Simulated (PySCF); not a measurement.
## Correlation energy of Ag (silver, neutral)

[Kr] 4d9 5s1 6s1, high-spin 4D determinant (an excited configuration). All numbers are calculated (PySCF 2.14, the spin-free X2C one-electron Hamiltonian (Gaussian nucleus), in x2c-TZVPPall with one added diffuse shell each of s, p, d, f type (9s7p7d3f1g, 95 functions)). Frozen: [Kr]; 11 electrons correlated.

MP2 pair energies summed by pair of shells (mhartree):

```tsv
pair	energy	share (%)
4d-4d	-280.00	86.1
4d-5s	-39.66	12.2
4d-6s	-3.73	1.1
5s-6s	-1.99	0.6
```

Total MP2 correlation energy: -325.38 mhartree.

Same-spin part -123.06 and opposite-spin part -202.32 mhartree; SCS-MP2 scales them by 1/3 and 6/5 to -283.81 mhartree.
